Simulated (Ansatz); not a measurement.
Geometry optimisation, RKS PBE-D4/6-31G (Ansatz).

Input file:

```yaml
crystal:
  periodic: [false, false, false]
  atoms:
    - { symbol: Si, position_ang: [-0.2833, 0.5483, -1.9176] }
    - { symbol: O, position_ang: [0.7351, -0.675, -1.6313] }
    - { symbol: H, position_ang: [0.2486, 1.8094, -1.3961] }
    - { symbol: H, position_ang: [-0.3922, 0.5313, -3.3655] }
    - { symbol: H, position_ang: [-1.5756, 0.3036, -1.2626] }
    - { symbol: H, position_ang: [1.101, -0.8478, -0.7624] }
    - { symbol: C, position_ang: [-0.1027, -0.2807, 2.1165] }
    - { symbol: Cl, position_ang: [1.4601, -0.899, 1.5347] }
    - { symbol: H, position_ang: [-0.7988, -0.2751, 1.2842] }
    - { symbol: H, position_ang: [0.0556, 0.7242, 2.4913] }
    - { symbol: H, position_ang: [-0.4479, -0.9393, 2.9089] }
basis:
  gaussian: { orbitals: "6-31G" }
hamiltonian:
  xc: pbe
  dispersion: d4
relax:
  f_tol: 0.02
  max_steps: 40
```

Run as:

```bash
$ ansatz run input.yaml --threads 1 --pin off --max-ram 2048MiB --backend cpu --events-out ev --progress --plain --runs-dir out
```

Q: Where does it end, and by what steps?

A: It converged. The force dipped under the threshold on the way, but the program's further checks kept it going. Limits of this set-up: no polarisation functions. After 37 steps the energy has fallen by 0.598 eV; H5 moved furthest, 2.41 Å.

| step | energy less start (eV) | largest force component (eV/Å) | accepted |
| --- | --- | --- | --- |
| 0 | 0.0000 | 2.714 | yes |
| 2 | -0.4439 | 0.461 | yes |
| 4 | -0.4797 | 0.160 | yes |
| 6 | -0.4897 | 0.096 | yes |
| 8 | -0.4944 | 0.097 | yes |
| 10 | -0.4989 | 0.162 | yes |
| 12 | -0.5041 | 0.309 | yes |
| 14 | -0.5266 | 0.310 | yes |
| 16 | -0.5502 | 0.255 | yes |
| 18 | -0.5640 | 0.066 | yes |
| 20 | -0.5692 | 0.167 | yes |
| 22 | -0.5771 | 0.018 | yes |
| 24 | -0.5801 | 0.275 | no |
| 26 | -0.5871 | 0.065 | yes |
| 28 | -0.5904 | 0.111 | yes |
| 30 | -0.5935 | 0.123 | yes |
| 32 | -0.5954 | 0.074 | yes |
| 34 | -0.5968 | 0.091 | yes |
| 36 | -0.5978 | 0.006 | yes |
| 37 | -0.5981 | 0.012 | yes |

```xyz
11
Properties=species:S:1:pos:R:3
Si -0.170 0.828 -2.237
O 0.121 -0.003 -0.723
H 1.006 0.719 -3.196
H -1.369 0.129 -2.824
H -0.486 2.303 -2.043
H 0.877 0.269 -0.149
C -0.162 -0.951 2.235
Cl 1.453 0.036 2.234
H -0.527 -0.914 1.200
H -0.835 -0.450 2.940
H 0.091 -1.966 2.562
```

Time of the run: 4.6 min on 1 CPU thread of a shared host.
